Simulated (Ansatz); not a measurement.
`B[SiH](C)C#C` + HCl → `C#C[SiH](C)Cl` + BH₃  (cleavage of the Si–B bond)

Gas-phase electronic energies from Ansatz, PBE0-D4/def2-TZVP geometries. CCSD(T)/CBS is the MP2 limit (def2-TZVPP, def2-QZVPP) plus CCSD(T) − MP2 in def2-TZVPP, frozen cores. This one scheme is used for every species. DFT in def2-TZVPP. B3LYP here is the variant with VWN-RPA as its local correlation; programs differ in this.

`B[SiH](C)C#C`:

```xyz
12

B    -0.705   -1.871    0.538
Si   -0.356    0.099    0.349
C    -0.815    0.801   -1.326
C     1.385    0.530    0.724
C     2.542    0.792    0.948
H    -1.686   -2.353    0.049
H     0.006   -2.591    1.173
H    -1.206    0.734    1.405
H    -0.664    1.882   -1.345
H    -1.863    0.592   -1.550
H    -0.201    0.359   -2.114
H     3.562    1.026    1.149
```

HCl:

Cartesian coordinates in Å:
```
Cl -0.430 0.468 -0.073
H 0.430 -0.468 0.073
```

`C#C[SiH](C)Cl`:

Cartesian coordinates in Å:
```
C 0.712 -2.483 0.432
C 0.181 -1.469 0.051
Si -0.619 0.074 -0.489
C 0.130 1.535 0.369
Cl -0.358 0.259 -2.522
H 1.181 -3.381 0.764
H -2.075 -0.034 -0.244
H -0.344 2.460 0.033
H 1.199 1.595 0.158
H -0.006 1.444 1.449
```

BH₃:

Z-matrix (Å, degrees):
```
B
H 1 1.193
H 1 1.193 2 120.0
H 1 1.193 2 120.0 3 180.0
```

```csv
level,ΔE (kJ/mol),difference from CCSD(T)/CBS
PBE-D4,-108.3,14.1
r2SCAN-D4,-120.7,1.7
PBE0-D4,-114.5,7.9
B3LYP-D4,-122.0,0.4
ωB97X-V,-121.8,0.6
ωB97M-V,-126.4,-4.0
B2PLYP,-125.6,-3.2
PBE,-107.6,14.8
r2SCAN,-120.7,1.7
PBE0,-113.9,8.5
B3LYP,-120.6,1.8
HF/def2-TZVPP,-136.9,-14.5
MP2/def2-TZVPP,-131.5,-9.1
SCS-MP2/def2-TZVPP,-130.4,-8.0
CCSD/def2-TZVPP,-119.9,2.5
CCSD(T)/def2-TZVPP,-119.1,3.3
HF/def2-QZVPP,-137.2,-14.8
MP2/def2-QZVPP,-133.6,-11.2
SCS-MP2/def2-QZVPP,-132.3,-9.9
HF/CBS(def2),-137.3,-14.9
MP2/CBS(def2),-134.9,-12.5
CCSD/CBS(def2),-123.2,-0.8
CCSD(T)/CBS,-122.4,0
```

Largest T1 diagnostic among the species: 0.012.

In def2-TZVPP, CCSD(T) changes the Hartree–Fock value by +17.8 kJ/mol (the triples alone add +0.8 kJ/mol) and MP2 by +5.4 kJ/mol. From PBE to PBE0 (25 % exact exchange), in def2-TZVPP and without D4, ΔE moves by −6.4 kJ/mol.
